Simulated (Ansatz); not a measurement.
CH₃Cl₃NTa (`C[N]=[Ta]([Cl])([Cl])[Cl]`), relaxed with RKS PBE-D4/def2-SVP in the Gaussian-basis code of Ansatz from a rough embedded geometry. The force threshold is 0.03 eV/Å; the program also tests the step.

Total charge 0; spin multiplicity 1. Ta takes the def2 core potential.

Start:

```xyz
9

C     0.612   -1.188   -0.970
N    -0.053   -0.960    0.292
Ta   -0.523    0.881    0.930
Cl    1.497    2.191    1.174
Cl   -1.657    0.678    3.186
Cl   -2.116    1.932   -0.716
H     0.737   -0.148   -1.432
H     1.557   -1.629   -0.793
H    -0.054   -1.756   -1.671
```

| step | energy (eV) | largest force (eV/Å) | largest move (Å) |
| --- | --- | --- | --- |
| 1 | -41668.9745 | 4.607 | 0.000 |
| 2 | -41670.6650 | 0.940 | 0.196 |
| 3 | -41670.8808 | 0.929 | 0.195 |
| 4 | -41671.0139 | 0.908 | 0.191 |
| 5 | -41671.1712 | 0.799 | 0.200 |
| 6 | -41671.2475 | 0.093 | 0.200 |
| 7 | -41671.2598 | 0.044 | 0.115 |
| 8 | -41671.2603 | 0.005 | 0.025 |

End:

```xyz
9

C     0.596   -1.196   -0.975
N     0.082   -0.171   -0.134
Ta   -0.553    1.108    0.905
Cl    1.250    2.476    1.405
Cl   -1.417    0.045    2.776
Cl   -2.180    2.191   -0.341
H     1.048   -0.767   -1.896
H     1.381   -1.786   -0.454
H    -0.208   -1.899   -1.286
```

Run time 20 s (4 threads of an Arm Neoverse V2 on a shared host); peak host memory 0.2 GiB.
